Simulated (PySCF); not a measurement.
A calculated (B2PLYP, PySCF 2.14, x2c-QZVPPall, scalar relativity by spin-free X2C-1e) atom or ion has these occupied shells.

```csv
shell,electrons,orbital energy (eV),"rms radius, mean of both spins (bohr)"
1s α,1,-2488.9,0.112
1s β,1,-2488.4,0.112
2s α,1,-256.10,0.518
2s β,1,-255.61,0.518
2p α,3,-196.26,0.492
2p β,3,-195.41,0.492
3s α,1,-44.750,1.70
3s β,1,-40.413,1.70
3p α,2,-31.992,1.89
```

(1) Name the element and its charge.

Answers

(1) S²⁺ (sulfur, charge +2), in [Ne] 3s2 3p2, high-spin 3P determinant.
